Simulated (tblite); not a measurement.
Record of a relaxation.

Species: BClH6NP.
Numbering: `[NH3+:1][B@@H-:2]([PH2:3])[Cl:4]` (hydrogens: H5, H6, H7 on N1; H8 on B2; H9, H10 on P3)

Computed with GFN2-xTB (tblite), gas phase: L-BFGS steps from a force-field or distance-geometry start until the largest atomic force falls under 0.01 eV/Å. 14 of its 57 geometries are shown.

Step 0: E = -388.2479 eV, largest atomic force 2.341 eV/Å
```
atom  x, y, z in Å  |  force x, y, z in eV/Å
N1     -1.220   -0.279    0.003   -1.167  -1.145   0.005
B2     -0.026    0.670    0.164    1.507   0.990  -0.085
P3      1.518   -0.495    0.343    0.534  -1.138   1.975
Cl4     0.098    1.697   -1.366   -0.390   0.199  -0.264
H5     -1.496   -0.587    0.965   -0.018   0.220  -1.098
H6     -0.893   -1.117   -0.535   -0.537   0.723   0.342
H7     -1.977    0.227   -0.505    0.476  -0.647   0.468
H8     -0.168    1.359    1.133    0.128  -0.052  -0.242
H9      1.402   -1.651   -0.510    0.467   1.448  -0.176
H10     2.770    0.181    0.286   -1.001  -0.599  -0.926
```

Step 4: E = -389.0932 eV, largest atomic force 0.839 eV/Å
```
atom  x, y, z in Å  |  force x, y, z in eV/Å
N1     -1.238   -0.305   -0.002    0.523   0.418   0.020
B2      0.110    0.722    0.149   -0.441  -0.654   0.287
P3      1.550   -0.621    0.597   -0.120   0.252  -0.281
Cl4     0.059    1.706   -1.389    0.192  -0.280   0.121
H5     -1.529   -0.592    0.924   -0.078  -0.096   0.107
H6     -0.937   -1.106   -0.542   -0.047  -0.210  -0.160
H7     -1.981    0.186   -0.486   -0.104   0.094  -0.074
H8     -0.147    1.367    1.107    0.164   0.221  -0.068
H9      1.469   -1.458   -0.539    0.123   0.475   0.142
H10     2.653    0.106    0.159   -0.213  -0.220  -0.094
```

Step 9: E = -389.1797 eV, largest atomic force 0.264 eV/Å
```
atom  x, y, z in Å  |  force x, y, z in eV/Å
N1     -1.221   -0.298   -0.001   -0.030  -0.005   0.040
B2      0.073    0.666    0.187    0.083   0.149  -0.010
P3      1.534   -0.606    0.607    0.082  -0.056   0.006
Cl4     0.091    1.653   -1.375    0.141  -0.222  -0.024
H5     -1.533   -0.600    0.914   -0.108  -0.132   0.180
H6     -0.953   -1.108   -0.553    0.027  -0.092  -0.104
H7     -1.968    0.194   -0.483   -0.057   0.156  -0.066
H8     -0.121    1.396    1.097   -0.043   0.024   0.072
H9      1.487   -1.377   -0.543   -0.089   0.021  -0.113
H10     2.621    0.085    0.128   -0.007   0.157   0.020
```

Step 13: E = -389.2143 eV, largest atomic force 0.228 eV/Å
```
atom  x, y, z in Å  |  force x, y, z in eV/Å
N1     -1.243   -0.313    0.013    0.159   0.145   0.055
B2      0.070    0.664    0.220    0.105  -0.163   0.060
P3      1.545   -0.609    0.608    0.060  -0.049  -0.065
Cl4     0.166    1.539   -1.379    0.040   0.011  -0.145
H5     -1.562   -0.639    0.927   -0.090   0.000  -0.209
H6     -0.966   -1.106   -0.572   -0.084   0.155   0.132
H7     -1.950    0.234   -0.482    0.005  -0.126   0.161
H8     -0.118    1.423    1.111   -0.101  -0.082  -0.055
H9      1.466   -1.318   -0.585   -0.051   0.009  -0.010
H10     2.601    0.130    0.116   -0.043   0.101   0.075
```

Step 17: E = -389.2322 eV, largest atomic force 0.084 eV/Å
```
atom  x, y, z in Å  |  force x, y, z in eV/Å
N1     -1.234   -0.301    0.028   -0.038  -0.021  -0.006
B2      0.085    0.646    0.238   -0.031  -0.026  -0.055
P3      1.561   -0.619    0.602   -0.008  -0.012   0.020
Cl4     0.206    1.486   -1.401    0.001  -0.011   0.022
H5     -1.591   -0.657    0.912   -0.012   0.025   0.050
H6     -0.978   -1.088   -0.568    0.054   0.004  -0.030
H7     -1.946    0.241   -0.459   -0.024   0.060   0.050
H8     -0.132    1.421    1.109    0.023  -0.050  -0.063
H9      1.450   -1.292   -0.609    0.043   0.009  -0.017
H10     2.587    0.169    0.124   -0.007   0.021   0.030
```

Step 22: E = -389.2354 eV, largest atomic force 0.080 eV/Å
```
atom  x, y, z in Å  |  force x, y, z in eV/Å
N1     -1.241   -0.302    0.031   -0.023  -0.004   0.001
B2      0.083    0.633    0.231    0.003   0.018   0.027
P3      1.563   -0.625    0.602   -0.014  -0.005  -0.009
Cl4     0.215    1.472   -1.404   -0.014  -0.009  -0.035
H5     -1.597   -0.656    0.918    0.044  -0.006  -0.030
H6     -0.974   -1.081   -0.573   -0.076   0.024   0.010
H7     -1.951    0.256   -0.442    0.007  -0.021   0.006
H8     -0.129    1.410    1.096    0.019   0.015   0.012
H9      1.460   -1.283   -0.617    0.060  -0.012  -0.017
H10     2.580    0.182    0.136   -0.005  -0.001   0.036
```

Step 26: E = -389.2429 eV, largest atomic force 0.171 eV/Å
```
atom  x, y, z in Å  |  force x, y, z in eV/Å
N1     -1.262   -0.292    0.039   -0.024  -0.053  -0.023
B2      0.089    0.610    0.211   -0.119   0.110  -0.015
P3      1.554   -0.654    0.591    0.003   0.028   0.049
Cl4     0.213    1.435   -1.444   -0.022  -0.068   0.090
H5     -1.582   -0.665    0.935    0.037   0.055  -0.158
H6     -1.026   -1.058   -0.594   -0.109   0.053   0.044
H7     -1.982    0.288   -0.398    0.087  -0.100   0.093
H8     -0.105    1.401    1.075    0.073  -0.026  -0.071
H9      1.558   -1.273   -0.649   -0.018   0.007  -0.057
H10     2.554    0.212    0.211    0.092  -0.005   0.047
```

Step 30: E = -389.2504 eV, largest atomic force 0.128 eV/Å
```
atom  x, y, z in Å  |  force x, y, z in eV/Å
N1     -1.279   -0.285    0.043    0.012   0.003  -0.007
B2      0.080    0.596    0.189    0.109  -0.065  -0.017
P3      1.547   -0.674    0.580    0.022   0.029  -0.040
Cl4     0.210    1.383   -1.469   -0.020   0.032  -0.048
H5     -1.566   -0.672    0.938   -0.033  -0.046   0.075
H6     -1.095   -1.038   -0.616   -0.005  -0.066  -0.057
H7     -2.006    0.312   -0.344   -0.072   0.044  -0.002
H8     -0.070    1.395    1.047   -0.013   0.039  -0.007
H9      1.646   -1.249   -0.683   -0.063   0.081   0.043
H10     2.542    0.236    0.293    0.063  -0.051   0.059
```

Step 34: E = -389.2573 eV, largest atomic force 0.093 eV/Å
```
atom  x, y, z in Å  |  force x, y, z in eV/Å
N1     -1.296   -0.284    0.045   -0.051  -0.033   0.038
B2      0.095    0.578    0.162   -0.082   0.028   0.027
P3      1.550   -0.688    0.570   -0.027  -0.010   0.033
Cl4     0.198    1.345   -1.503    0.012   0.025  -0.076
H5     -1.558   -0.685    0.944    0.051  -0.028  -0.027
H6     -1.165   -1.028   -0.643    0.015   0.069   0.060
H7     -2.037    0.334   -0.288    0.080  -0.009  -0.001
H8     -0.040    1.394    1.011   -0.033  -0.018  -0.034
H9      1.706   -1.202   -0.706    0.000   0.023  -0.038
H10     2.554    0.240    0.385    0.034  -0.046   0.018
```

Step 39: E = -389.2611 eV, largest atomic force 0.093 eV/Å
```
atom  x, y, z in Å  |  force x, y, z in eV/Å
N1     -1.305   -0.284    0.054    0.038   0.016  -0.018
B2      0.086    0.573    0.145    0.092   0.003  -0.012
P3      1.544   -0.697    0.565   -0.023   0.007  -0.068
Cl4     0.191    1.326   -1.535   -0.028  -0.038   0.027
H5     -1.542   -0.704    0.950    0.009   0.008   0.014
H6     -1.198   -1.013   -0.649    0.052  -0.019  -0.021
H7     -2.041    0.348   -0.256   -0.024   0.012   0.030
H8     -0.035    1.396    0.984   -0.055   0.050   0.011
H9      1.740   -1.164   -0.724    0.000   0.006   0.017
H10     2.568    0.224    0.445   -0.061  -0.045   0.019
```

Step 43: E = -389.2644 eV, largest atomic force 0.070 eV/Å
```
atom  x, y, z in Å  |  force x, y, z in eV/Å
N1     -1.302   -0.280    0.059   -0.038  -0.035  -0.015
B2      0.093    0.577    0.128   -0.040   0.018   0.054
P3      1.527   -0.710    0.551    0.026  -0.025  -0.005
Cl4     0.176    1.305   -1.557    0.003   0.006  -0.020
H5     -1.521   -0.715    0.955    0.027   0.038  -0.035
H6     -1.208   -1.001   -0.656    0.018   0.032   0.005
H7     -2.045    0.360   -0.222    0.009  -0.053   0.022
H8     -0.046    1.407    0.962    0.042   0.019  -0.020
H9      1.772   -1.139   -0.742   -0.022   0.002  -0.004
H10     2.564    0.199    0.500   -0.025  -0.002   0.019
```

Step 47: E = -389.2657 eV, largest atomic force 0.047 eV/Å
```
atom  x, y, z in Å  |  force x, y, z in eV/Å
N1     -1.306   -0.279    0.061    0.017   0.028   0.021
B2      0.090    0.575    0.120    0.020  -0.007  -0.039
P3      1.521   -0.724    0.541   -0.022   0.005  -0.004
Cl4     0.168    1.284   -1.578    0.010   0.002   0.006
H5     -1.503   -0.720    0.956    0.007  -0.038   0.026
H6     -1.225   -0.987   -0.667    0.016   0.005  -0.002
H7     -2.056    0.363   -0.191   -0.038  -0.005  -0.026
H8     -0.036    1.418    0.941    0.025   0.000   0.005
H9      1.801   -1.112   -0.757   -0.021   0.007   0.006
H10     2.556    0.188    0.550   -0.015   0.004   0.007
```

Step 52: E = -389.2668 eV, largest atomic force 0.022 eV/Å
```
atom  x, y, z in Å  |  force x, y, z in eV/Å
N1     -1.306   -0.274    0.065   -0.001  -0.005  -0.011
B2      0.091    0.579    0.113   -0.014   0.013   0.004
P3      1.508   -0.731    0.536   -0.004   0.003   0.008
Cl4     0.165    1.279   -1.587    0.009   0.002  -0.010
H5     -1.487   -0.729    0.959   -0.004   0.005  -0.014
H6     -1.217   -0.976   -0.668    0.005  -0.012   0.002
H7     -2.069    0.354   -0.182   -0.003  -0.004   0.021
H8     -0.023    1.426    0.931    0.009   0.002   0.006
H9      1.801   -1.100   -0.763   -0.001  -0.005  -0.007
H10     2.545    0.177    0.574    0.004   0.000   0.000
```

Step 56: E = -389.2670 eV, largest atomic force 0.008 eV/Å
```
atom  x, y, z in Å  |  force x, y, z in eV/Å
N1     -1.305   -0.275    0.064    0.002   0.000   0.003
B2      0.090    0.582    0.113    0.002  -0.004  -0.002
P3      1.506   -0.730    0.537   -0.003  -0.002   0.000
Cl4     0.167    1.281   -1.587    0.004   0.003   0.000
H5     -1.486   -0.730    0.957    0.003  -0.003   0.005
H6     -1.213   -0.978   -0.668   -0.001   0.001  -0.005
H7     -2.071    0.350   -0.182   -0.006   0.001   0.000
H8     -0.021    1.428    0.933   -0.007   0.004   0.000
H9      1.796   -1.101   -0.763    0.000  -0.002   0.002
H10     2.545    0.176    0.573    0.004   0.001  -0.003
```

**Question.** Summarise the path.

**Answer.** The energy falls by 1.0190 eV from step 0 to step 56; nine tenths of that is first reached at step 8. It falls at every step. The largest force goes from 2.341 to 0.008 eV/Å. Among the bonds N1–B2 changes most, from 1.534 to 1.638 Å; the atoms move by 0.369 Å rms after alignment.

**Question.** Follow the three bonds and two angles with the largest change from start to end.

**Answer.** 
| step | E above end (eV) | largest force (eV/Å) | N1–B2 (Å) | P3–H9 (Å) | P3–H10 (Å) | H9–P3–H10 (°) | B2–P3–H10 (°) |
| --- | --- | --- | --- | --- | --- | --- | --- |
| 0 | 1.0190 | 2.341 | 1.534 | 1.441 | 1.424 | 115.3 | 114.2 |
| 2 | 0.4184 | 1.545 | 1.673 | 1.413 | 1.389 | 107.3 | 105.9 |
| 5 | 0.1422 | 0.651 | 1.676 | 1.405 | 1.385 | 94.7 | 98.8 |
| 7 | 0.1031 | 0.521 | 1.626 | 1.386 | 1.373 | 92.4 | 100.3 |
| 10 | 0.0783 | 0.333 | 1.633 | 1.387 | 1.376 | 90.6 | 100.6 |
| 12 | 0.0605 | 0.365 | 1.648 | 1.390 | 1.379 | 90.3 | 99.7 |
| 15 | 0.0390 | 0.242 | 1.643 | 1.388 | 1.378 | 91.7 | 97.6 |
| 17 | 0.0348 | 0.084 | 1.638 | 1.389 | 1.379 | 91.9 | 97.2 |
| 19 | 0.0331 | 0.106 | 1.635 | 1.391 | 1.380 | 91.9 | 97.1 |
| 22 | 0.0315 | 0.080 | 1.633 | 1.389 | 1.379 | 92.0 | 96.7 |
| 24 | 0.0296 | 0.144 | 1.634 | 1.386 | 1.377 | 92.0 | 96.1 |
| 27 | 0.0213 | 0.128 | 1.631 | 1.389 | 1.378 | 91.8 | 94.3 |
| 29 | 0.0181 | 0.116 | 1.627 | 1.391 | 1.379 | 91.8 | 94.1 |
| 32 | 0.0128 | 0.169 | 1.632 | 1.387 | 1.380 | 92.3 | 93.9 |
| 34 | 0.0097 | 0.093 | 1.641 | 1.384 | 1.380 | 92.5 | 94.4 |
| 37 | 0.0071 | 0.094 | 1.641 | 1.385 | 1.382 | 92.4 | 95.3 |
| 39 | 0.0058 | 0.093 | 1.636 | 1.385 | 1.383 | 92.2 | 95.7 |
| 41 | 0.0041 | 0.094 | 1.636 | 1.384 | 1.381 | 92.2 | 95.7 |
| 44 | 0.0021 | 0.048 | 1.639 | 1.384 | 1.380 | 92.1 | 96.4 |
| 46 | 0.0016 | 0.047 | 1.638 | 1.384 | 1.379 | 92.2 | 96.5 |
| 49 | 0.0008 | 0.069 | 1.636 | 1.383 | 1.380 | 92.4 | 96.1 |
| 51 | 0.0003 | 0.056 | 1.636 | 1.381 | 1.378 | 92.5 | 96.1 |
| 54 | 0.0000 | 0.015 | 1.638 | 1.383 | 1.379 | 92.5 | 96.3 |
| 56 | 0.0000 | 0.008 | 1.638 | 1.383 | 1.379 | 92.5 | 96.3 |
